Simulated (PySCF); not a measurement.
CH₄FNOSi₂, SMILES F[Si@H]1N=CO[SiH2]1.

Geometry: r2SCAN-D4/def2-SVP. The structure was generated by enumeration; whether it is a known compound was not checked.

Calculation: TDDFT-CAM-B3LYP/def2-SVPD run with PySCF.

Vertical excitations. Isolated molecule, no solvent.

```tsv
state	energy (eV)	λ (nm)	f	main pairs
S1	4.85	256	0.008	HOMO→LUMO 82 %
S2	6.09	204	0.074	HOMO→LUMO+1 72 %
S3	6.27	198	0.042	HOMO−1→LUMO 74 %
S4	6.44	192	0.021	HOMO→LUMO+3 22 %, HOMO−2→LUMO 17 %, HOMO→LUMO+2 17 %, HOMO−1→LUMO 15 %
S5	6.83	181	0.010	HOMO−2→LUMO 53 %, HOMO→LUMO+2 15 %, HOMO→LUMO+3 10 %, HOMO→LUMO+4 10 %
S6	7.00	177	0.008	HOMO−1→LUMO+1 87 %
S7	7.35	169	0.002	HOMO→LUMO+3 50 %, HOMO→LUMO+2 18 %, HOMO−2→LUMO+1 15 %, HOMO→LUMO+4 12 %
S8	7.46	166	0.145	HOMO→LUMO+2 39 %, HOMO→LUMO+4 28 %, HOMO−2→LUMO+1 15 %
S9	7.55	164	0.076	HOMO−2→LUMO+1 44 %, HOMO→LUMO+4 16 %, HOMO−1→LUMO+3 8 %
S10	7.88	157	0.007	HOMO−4→LUMO 47 %, HOMO−2→LUMO+3 9 %, HOMO−2→LUMO+4 9 %
T1	4.49	276	0	HOMO→LUMO 81 %
T2	4.94	251	0	HOMO−1→LUMO 61 %, HOMO−1→LUMO+3 11 %
T3	5.40	229	0	HOMO→LUMO+1 63 %, HOMO→LUMO 10 %
T4	5.61	221	0	HOMO→LUMO+1 21 %, HOMO−2→LUMO 21 %, HOMO→LUMO+3 18 %, HOMO→LUMO+4 13 %
```
Triplets are in the Tamm–Dancoff approximation, which puts them higher than full response would, so one can lie above its singlet here.
